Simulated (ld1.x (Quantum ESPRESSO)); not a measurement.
**Before and after: TM potential for Gd**

* Element: Gd (Z = 64)
* Generator: ld1.x (Quantum ESPRESSO) 7.5
* Type: norm-conserving Troullier–Martins (Kleinman–Bylander form)
* Functional: BLYP
* Relativity: scalar-relativistic
* Frozen core: [Xe]
* Valence charge: 10
* Reference configuration: 4f7 5d1 6s2 6p0
* Partial waves: 6p (bound, empty): rc 4.20 bohr; 5d (bound): rc 3.55 bohr; 4f (bound): rc 1.20 bohr; 6s (bound): rc 3.25 bohr
* Local potential: the s channel
* Core correction: a·sin(br)/r model core, default radius (core density twice the valence density)

All-electron outer shells of the reference configuration (BLYP, scalar-relativistic, ld1.x):

```
shell  level (eV)  outermost node (bohr)  outermost maximum (bohr)
   5s      -49.51                   0.65                      1.20
   5p      -27.02                   0.70                      1.35
   4f       -8.45                      –                      0.56
   6s       -3.99                   1.60                      3.33
   5d       -2.38                   0.79                      1.97
   6p       -1.20                   1.93                      4.67
```

Change: wave 5d (bound): rc 3.55 bohr becomes 5d (bound): rc 5.26 bohr.

Cutoffs: the cutoffs (Ry, on a coarse ladder) from which the occupation-weighted sum of valence levels, in a spherical-Bessel basis at the reference potential, stays within 10 and 1 mRy of its value at 400 Ry; they do not see the model core or the augmentation charge, which bear on the density cutoff. Errors are all-electron minus pseudo energies relative to the spin-unpolarised reference configuration.

Problem. How do hardness, ghosts and transferability respond?

Solution. Of the 7 tests that both files solve, the error grows in 6 and shrinks in 0 by more than 15 % and 0.3 meV (median size 40.2 → 136.6 meV); neither file shows a bound ghost at the reference potential, the only one tested. More of the atom is replaced by a form fitted at one configuration, so other configurations suffer.

```csv
quantity,base,changed
"cutoff, loose",260 Ry,260 Ry
"cutoff, tight",over 300 Ry,over 300 Ry
loose cutoff by channel (10 mRy a level),"d 12 Ry, f 230 Ry, s 6 Ry","d 8 Ry, f 230 Ry, s 6 Ry"
bound ghosts,none,none
"error for 4f7 5d1 6s1 6p0, meV [ΔE 6.57 eV]",-5.8,-14
"error for 4f7 5d1 6s0 6p0, meV [ΔE 18.78 eV]",-40,-89
"error for 4f7 5d0 6s0 6p0, meV [ΔE 38.60 eV]",-183,+226
"error for 4f6 5d2 6s1 6p0, meV [ΔE 15.79 eV]",-1650,-2450
"error for 4f8 5d1 6s0 6p0, meV [ΔE 4.23 eV]",-1900,-1964
"error for 4f7 5d0 6s2 6p0, meV [ΔE 5.90 eV]",-33,+137
"error for 4f7 5d1 6s1 6p1, meV [ΔE 2.90 eV]",-4.5,-7.1
```

Base: These tests converged, but a pseudo level misses the all-electron one widely, so the file describes the atom poorly there or has found another state: 4f6 5d2 6s1 6p0: 4f by 3.9 eV; 4f8 5d1 6s0 6p0: 4f by 2.8 eV. Changed file: These tests converged, but a pseudo level misses the all-electron one widely, so the file describes the atom poorly there or has found another state: 4f6 5d2 6s1 6p0: 4f by 5.3 eV; 4f8 5d1 6s0 6p0: 4f by 3.0 eV.
